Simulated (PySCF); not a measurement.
These compounds are isomers of formula C$_{4}$H$_{10}$O$_{2}$Si$_{2}$.

A. SMILES C=C[Si@@H](O)C(=C)O[SiH3]
B. SMILES O=CO/C(=C\[SiH3])C[SiH3]
C. `[SiH3]O[SiH2]C(=O)C1CC1`

Spectrum 1. 13C{1H} NMR (computed): δ 168.1 (C), 165.0 (CH), 111.8 (CH), 24.6 (CH2).

Spectrum 2. 13C{1H} NMR (computed): δ 170.0 (C), 143.9 (CH), 141.6 (CH2), 105.0 (CH2).

Spectrum 3. 13C{1H} NMR (computed): δ 252.5 (C), 28.0 (CH), 17.1 (CH2).

PySCF calculation with shielding tensors at PBE0/pcSseg-1 (GIAO) and geometry: GFN2-xTB; fast rotation and ring inversion assumed for equivalent nuclei, single conformer, relativity neglected, no solvent model.

Scale: 13C (σ = 186.93 ppm) against TMS (reference shieldings calculated alike). Shifts are as computed. Against solution values, carbons near 30 ppm lie about +3 ppm off and those near 130 ppm about +5 ppm. Of 1211 compounds with measured shifts, 218 miss one by over three times the rms of a fit or turn the order of signals round; such compounds aren't used in these exercises.

Match each spectrum to its structure.

Answers

1–B, 2–A, 3–C.

- Spectrum 1 (B): 4 13C signals; δC 168.1 is an alkene carbon bearing oxygen; δC 165.0 is an ester carbonyl carbon.
- Spectrum 2 (A): 4 13C signals; δC 170.0 is an alkene carbon bearing oxygen; δC 143.9 is an alkene CH.
- Spectrum 3 (C): 3 13C signals; δC 28.0 is a three-membered-ring carbon; δC 17.1 is a three-membered-ring carbon.
